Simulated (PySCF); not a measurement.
Bond length, frequency and bond energy of BiO by level of theory

State: ²Π (doublet), unpaired electrons π ↑. Set-up: basis Bi cc-pVDZ-PP with ECP60, O cc-pVDZ; scalar-relativistic core potentials; PySCF 2.14. De refers to Bi + O in their high-spin ground configurations, without counterpoise correction. The functionals are run spin-unrestricted. A positive dipole means Bi(−)O(+). Levels whose curve was spin-contaminated or gave no clean fit are not listed.

```
 Level  Re (Å)  ωe (cm⁻¹)  De (eV)  μ (D)
   PBE   1.971        713     3.89  -3.48
PBEsol   1.959        730     4.16  -3.43
  PW91   1.969        715     3.92  -3.48
r²SCAN   1.950        749     3.10  -3.73
```

The bond length runs from 1.950 Å (r²SCAN) to 1.971 Å (PBE). De spans 3.10 eV (r²SCAN, meta-GGA) to 4.16 eV (PBEsol, GGA).

These are scalar-relativistic numbers at best; spin–orbit coupling would shift them, the dissociation energy most. The state is the lowest determinant that a PBE0 search found; another state may lie lower at other levels.
